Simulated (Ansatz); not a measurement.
Consider the germylene formation by 1,1-elimination: `[F][GeH2][F]` → `[F][Ge][F]` + H₂.

Gas-phase electronic energies from Ansatz, PBE0-D4/def2-TZVP geometries. CCSD(T)/CBS adds triple-zeta CCSD(T) − MP2 to the extrapolated MP2 energy (def2 sets, frozen cores). This one scheme is used for every species. DFT in def2-TZVPP. B3LYP here is the variant with VWN-RPA as its local correlation; programs differ in this. For Ge outer-core shells are correlated without core-valence functions, which leaves a few kJ/mol of doubt a bond. Scalar relativity is left out up to krypton.

```
       species  B3LYP energy (Eh)
`[F][GeH2][F]`        -2278.10138
  `[F][Ge][F]`        -2276.91100
            H₂           -1.18000
```

(1) Work out ΔE.

Largest T1 diagnostic among the species: 0.015.

Answers

(1) ΔE = (-2276.91100) + (-1.18000) − (-2278.10138) = 0.01038 Eh = +27.3 kJ/mol. CCSD(T)/CBS gives +48.0 kJ/mol.

In def2-TZVPP, CCSD(T) changes the Hartree–Fock value by −9.9 kJ/mol (the triples alone add −3.8 kJ/mol) and MP2 by −7.1 kJ/mol. From BLYP to BHLYP (50 % exact exchange), in def2-TZVPP and without D4, ΔE moves by +51.7 kJ/mol.
